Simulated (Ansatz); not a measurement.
Born–Oppenheimer molecular dynamics of F$_{3}$H$_{3}$W (7 atoms, charge 0, multiplicity 1). It starts at the highest image of a converged band. Of that band: The profile has 2 maxima (images 2, 6) with wells between them (image 4): this band takes more than one step, which may be the mechanism or a detour left from its start path. Neighbouring images differ by up to 1.9 eV, so the band resolves the path poorly. A vibrational analysis at the climbing image gives one clearly imaginary mode, 1661i cm⁻¹: a first-order saddle point.

All numbers below come from Ansatz, RHF/def2-SVP.

```json
{"ensemble": "NVE (velocity Verlet)", "time step": "0.5 fs", "steps asked": "200", "starting velocities drawn for": "300 K", "seed": "6214"}
```

Frames 1 fs apart, positions in Å, forces in eV/Å.

Velocities at 75.0 fs (Å/ps):

```
W 5.37 -0.17 -0.94
H -9.76 -1.27 -49.49
F -6.97 2.97 -4.12
F -20.19 -2.04 9.71
H 7.79 -9.13 -42.44
F -24.12 0.19 8.52
H -10.44 21.12 -1.94
```

```xyz
7
Properties=species:S:1:pos:R:3:forces:R:3 time_fs=75.0 energy_less_start_eV=-1.569 T=2728
W 0.261 0.003 -0.134 4.08 0.79 1.16
H -1.546 -0.212 -2.945 1.21 -0.11 -0.27
F 1.900 -0.027 1.073 -2.73 0.07 -1.55
F 0.028 1.852 -0.228 -0.41 -1.00 0.18
H -0.776 -0.275 -3.084 -1.37 0.11 0.21
F 0.005 -1.820 -0.185 -0.45 0.30 -0.01
H 1.065 0.053 -1.607 -0.34 -0.16 0.27
7
Properties=species:S:1:pos:R:3:forces:R:3 time_fs=76.0 energy_less_start_eV=-1.636 T=2832
W 0.267 0.003 -0.134 3.69 0.77 1.24
H -1.549 -0.214 -2.996 1.32 -0.13 -0.27
F 1.892 -0.024 1.068 -2.55 0.06 -1.46
F 0.008 1.849 -0.218 -0.36 -1.03 0.18
H -0.775 -0.284 -3.126 -1.47 0.13 0.21
F -0.019 -1.819 -0.177 -0.37 0.41 -0.03
H 1.053 0.074 -1.607 -0.25 -0.19 0.14
7
Properties=species:S:1:pos:R:3:forces:R:3 time_fs=77.0 energy_less_start_eV=-1.729 T=2975
W 0.272 0.003 -0.135 3.23 0.72 1.33
H -1.540 -0.217 -3.049 0.61 -0.08 -0.14
F 1.883 -0.021 1.063 -2.35 0.04 -1.35
F -0.012 1.847 -0.208 -0.30 -1.06 0.17
H -0.787 -0.291 -3.165 -0.75 0.07 0.08
F -0.044 -1.819 -0.168 -0.29 0.53 -0.05
H 1.039 0.092 -1.607 -0.16 -0.22 -0.04
7
Properties=species:S:1:pos:R:3:forces:R:3 time_fs=78.0 energy_less_start_eV=-1.795 T=3076
W 0.278 0.003 -0.136 2.72 0.65 1.41
H -1.526 -0.220 -3.104 -0.71 0.06 0.06
F 1.873 -0.018 1.057 -2.10 0.03 -1.21
F -0.033 1.843 -0.198 -0.24 -1.07 0.17
H -0.807 -0.298 -3.204 0.59 -0.07 -0.12
F -0.069 -1.818 -0.160 -0.20 0.64 -0.08
H 1.023 0.108 -1.607 -0.06 -0.24 -0.23
7
Properties=species:S:1:pos:R:3:forces:R:3 time_fs=79.0 energy_less_start_eV=-1.826 T=3127
W 0.284 0.002 -0.137 2.18 0.57 1.43
H -1.519 -0.224 -3.158 -1.73 0.19 0.18
F 1.862 -0.015 1.050 -1.82 0.02 -1.04
F -0.054 1.839 -0.188 -0.17 -1.09 0.16
H -0.821 -0.305 -3.244 1.62 -0.20 -0.24
F -0.093 -1.817 -0.151 -0.10 0.76 -0.10
H 1.006 0.122 -1.609 0.02 -0.25 -0.39
7
Properties=species:S:1:pos:R:3:forces:R:3 time_fs=80.0 energy_less_start_eV=-1.889 T=3223
W 0.290 0.002 -0.137 1.62 0.47 1.34
H -1.527 -0.225 -3.210 -1.32 0.15 0.11
F 1.850 -0.012 1.043 -1.49 0.01 -0.83
F -0.074 1.835 -0.178 -0.10 -1.09 0.15
H -0.820 -0.315 -3.286 1.23 -0.16 -0.17
F -0.118 -1.816 -0.143 0.00 0.88 -0.12
H 0.990 0.134 -1.615 0.07 -0.26 -0.50
7
Properties=species:S:1:pos:R:3:forces:R:3 time_fs=81.0 energy_less_start_eV=-1.950 T=3315
W 0.296 0.002 -0.138 1.05 0.37 1.14
H -1.547 -0.225 -3.261 0.03 -0.02 -0.03
F 1.837 -0.009 1.036 -1.12 0.00 -0.57
F -0.095 1.830 -0.168 -0.02 -1.09 0.14
H -0.808 -0.325 -3.329 -0.12 0.01 -0.03
F -0.143 -1.814 -0.135 0.11 0.99 -0.14
H 0.974 0.143 -1.625 0.07 -0.27 -0.51
7
Properties=species:S:1:pos:R:3:forces:R:3 time_fs=82.0 energy_less_start_eV=-1.961 T=3335
W 0.303 0.003 -0.138 0.47 0.26 0.79
H -1.567 -0.226 -3.313 1.12 -0.17 -0.11
F 1.823 -0.006 1.028 -0.71 -0.01 -0.27
F -0.116 1.824 -0.158 0.07 -1.08 0.13
H -0.798 -0.336 -3.373 -1.20 0.17 0.06
F -0.167 -1.811 -0.127 0.22 1.10 -0.15
H 0.959 0.150 -1.640 0.03 -0.27 -0.44
7
Properties=species:S:1:pos:R:3:forces:R:3 time_fs=83.0 energy_less_start_eV=-1.967 T=3344
W 0.309 0.003 -0.139 -0.12 0.15 0.33
H -1.577 -0.227 -3.366 1.42 -0.23 -0.12
F 1.810 -0.003 1.020 -0.25 -0.01 0.07
F -0.137 1.818 -0.147 0.15 -1.06 0.11
H -0.798 -0.345 -3.417 -1.50 0.22 0.06
F -0.192 -1.808 -0.118 0.33 1.20 -0.16
H 0.944 0.154 -1.660 -0.04 -0.28 -0.30
7
Properties=species:S:1:pos:R:3:forces:R:3 time_fs=84.0 energy_less_start_eV=-1.989 T=3377
W 0.315 0.003 -0.139 -0.74 0.04 -0.21
H -1.574 -0.231 -3.419 0.89 -0.15 -0.07
F 1.796 0.000 1.012 0.25 -0.01 0.45
F -0.158 1.812 -0.137 0.24 -1.03 0.10
H -0.812 -0.352 -3.459 -0.96 0.15 0.02
F -0.216 -1.805 -0.110 0.45 1.29 -0.18
H 0.929 0.155 -1.682 -0.12 -0.29 -0.11
7
Properties=species:S:1:pos:R:3:forces:R:3 time_fs=85.0 energy_less_start_eV=-1.982 T=3366
W 0.321 0.003 -0.140 -1.39 -0.08 -0.79
H -1.563 -0.237 -3.474 -0.36 0.05 -0.01
F 1.782 0.003 1.005 0.78 0.00 0.87
F -0.179 1.804 -0.127 0.32 -0.99 0.08
H -0.835 -0.357 -3.502 0.29 -0.05 -0.04
F -0.240 -1.800 -0.102 0.56 1.37 -0.19
H 0.913 0.153 -1.706 -0.21 -0.29 0.08
7
Properties=species:S:1:pos:R:3:forces:R:3 time_fs=86.0 energy_less_start_eV=-1.921 T=3272
W 0.327 0.003 -0.140 -2.08 -0.22 -1.38
H -1.555 -0.242 -3.528 -1.57 0.26 0.02
F 1.768 0.006 0.998 1.34 0.01 1.33
F -0.199 1.797 -0.116 0.41 -0.93 0.06
H -0.855 -0.364 -3.545 1.51 -0.27 -0.07
F -0.264 -1.796 -0.094 0.67 1.44 -0.20
H 0.895 0.149 -1.728 -0.28 -0.29 0.25
```

Of the whole run (100 fs, mean temperature of the second half 2582 K): The conserved energy stayed within 0.16 meV per atom of its start (net change -0.042 meV per atom), so the integration is sound. The system heated up, since it started high on the potential surface and ran downhill. A run of 0.1 ps of so small a system gives no equilibrium averages. The orbitals stay closed-shell, which can raise the energy where a bond breaks towards radicals; this wasn't checked here.

Time of the run: 6.3 min on 1 thread of Arm Neoverse V1, with other jobs on the host, peak memory 0.16 GiB.
